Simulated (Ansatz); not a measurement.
Computed with Ansatz on PBE0-D4/def2-TZVP structures; ΔE is electronic, products minus reactants. CCSD(T)/CBS is the MP2 limit (def2-TZVPP, def2-QZVPP) plus CCSD(T) − MP2 in def2-TZVPP, frozen cores. This one scheme is used for every species. Functionals use def2-TZVPP. For Ge outer-core shells are correlated without core-valence functions, which leaves a few kJ/mol of doubt a bond. Scalar relativity is left out up to krypton. Each species was taken in one conformer, which may not be the lowest.

`C[O][Ge]([F])([SH])[Cl]` → `[F][GeH]([SH])[Cl]` + `C=O`  (β-hydride elimination)

(1) Is it downhill or uphill in electronic energy at CCSD(T)/CBS, and by how much? (An estimate is asked.)

(2) What do these levels give: PBE0-D4, ωB97X-V, SCS-MP2/def2-TZVPP, CCSD/def2-TZVPP, CCSD(T)/def2-TZVPP, CCSD/CBS(def2)? (An estimate is asked.)

Largest T1 diagnostic among the species: 0.015.

Answers

(1) Computed: Uphill: ΔE = +1.57 eV.

(2) Computed: PBE0-D4 1.61, ωB97X-V 1.59, SCS-MP2/def2-TZVPP 1.52, CCSD/def2-TZVPP 1.53, CCSD(T)/def2-TZVPP 1.54, CCSD/CBS(def2) 1.56 eV.

The D4 term adds +0.16 eV with B3LYP and +0.09 eV with PBE0; it sums over pairs of atoms, weighted by their polarisabilities, and B3LYP, whose exchange is more repulsive, gets the larger term. From PBE to PBE0 (25 % exact exchange), in def2-TZVPP and without D4, ΔE moves by +0.13 eV. In def2-TZVPP, CCSD(T) changes the Hartree–Fock value by +0.24 eV (the triples alone add +0.01 eV) and MP2 by +0.34 eV.

B3LYP here is the variant with VWN-RPA as its local correlation; programs differ in this.
